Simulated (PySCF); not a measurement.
B(F)2(NMe2) (C2H6BF2N), SMILES CN(C)B(F)F. Coordinates come from a PBE-D3(BJ)/def2-SVP optimisation. Other conformers were not sampled.

Level of theory: PySCF with PBE-D3(BJ)/def2-SVP.

Harmonic wavenumbers (cm⁻¹): 124, 163, 201, 227, 263, 343, 462, 476, 630, 715, 998, 1049, 1079, 1136, 1189, 1234, 1358, 1397, 1400, 1409, 1419, 1423, 1425, 1563, 2927, 2933, 2984, 2992, 3093, 3094. Rotational constants (GHz): 4.804, 3.118, 1.938; symmetry number 2.

**Question.** Work out the zero-point energy and the ideal-gas rigid-rotor harmonic-oscillator thermochemistry at 298.15 K and 1 atm.

**Answer.** ZPE = ½ Σ hcν = ½ × 39707 cm⁻¹ = 56.76 kcal/mol. H − E(el) = 61.76 kcal/mol. Entropy in cal/(mol K): translation 39.50, rotation 25.43, vibration 15.09, total 80.02. G − E(el) = 37.90 kcal/mol. Cp = 25.58 cal/(mol K). Modes under 150 cm⁻¹ make the vibrational entropy uncertain.
